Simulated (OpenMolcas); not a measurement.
Ga+: effect of the active space

| Property | Result |
| --- | --- |
| Program | OpenMolcas 26.06 |
| Method | XMS-CASPT2 or its RAS form, IPEA 0.25 Eh, imaginary shift 0.1 Eh |
| Basis | ANO-RCC-VTZP |
| Scalar Hamiltonian | DKH2, point nucleus |
| Spin-orbit coupling | RASSI with atomic mean-field integrals over the reference wave functions, term energies averaged over their components |

A. 2 electrons in 4 orbitals (4s 4p); 2S+1 = 3 even, 3 roots; 2S+1 = 1 even, 7 roots; 2S+1 = 3 odd, 3 roots; 2S+1 = 1 odd, 3 roots; closed shells correlated: 3d; CASPT2 step about 1.1 core-seconds
B. 2 electrons in 8 orbitals (4s 4p 5s 5p); 2S+1 = 3 even, 3 roots; 2S+1 = 1 even, 7 roots; 2S+1 = 3 odd, 3 roots; 2S+1 = 1 odd, 3 roots; closed shells correlated: 3d; CASPT2 step of the order of 2 core-seconds
C. 2 electrons in 9 orbitals (RAS2 4s 4p; RAS3 4d, at most 2 electrons); 2S+1 = 3 even, 3 roots; 2S+1 = 1 even, 7 roots; 2S+1 = 3 odd, 3 roots; 2S+1 = 1 odd, 3 roots; closed shells correlated: 3d; CASPT2 step of the order of 5 core-seconds

Energies in cm⁻¹ above 4s² ¹S₀, the measured ground level; measured values from NIST Handbook of Basic Atomic Spectroscopic Data.

```
     Level      A      B      C  Measured
   4s² ¹S₀    0.0    0.0    0.0       0.0
4s 4p ³P°₀  46440  45970  46160     47368
4s 4p ³P°₁  46810  46340  46530     47814
4s 4p ³P°₂  47570  47100  47290     48750
4s 4p ¹P°₁  71900  71190  70590     70701
```

Deviations, from unrounded energies. A percentage is the sum of absolute deviations over the sum of measured energies, with the sign that they share, or ± where signs differ.

```
           Against measurement  Levels     A     B     C
mean absolute deviation (cm-1)       4  1100  1300  1000
      other configurations (%)       4  ±2.0  ±2.3  -1.9
```

C lies closest to measurement on these levels and B furthest from it. The largest miss of C in the table is 4s 4p ³P°₂, by -1500 cm-1. The ranking rests on the paired levels alone, and a cruder setting can come out closer through cancelling errors.

Among A to C the level of the table that moves most is 4s 4p ¹P°₁, by 1300 cm-1 (lowest in C, highest in A). Moves below CASPT2's spread within the term are not significant.

CASPT2 breaks the degeneracy within a term, and the mean is taken; among the terms shown or strongly mixed into the levels shown the widest spread is 32 cm-1 (4s 4p ³P°, A). Over all roots computed the reference weight is 0.85 to 0.96 in A, 0.81 to 0.96 in B; the roots of lowest weight are the least certain, and an intruder state may touch them. The run also gave levels led by 4s 5s, which use shells meant for correlation; these and all levels above them are left out (holds for B). Active for correlation alone: 4d; no level in the range computed is led by a configuration that fills it, so any true level of that kind is missing (holds for C). Measured partners are found by configuration, term and J. A level has none where our copy of the source lacks it or the pairing is in doubt (some pairs that miss far off the trend of their configuration count as doubtful), and it then counts in no deviation. Only configurations of the active space appear. The table leaves out levels that lie high or whose names do not pair safely across all columns.

° marks odd parity.
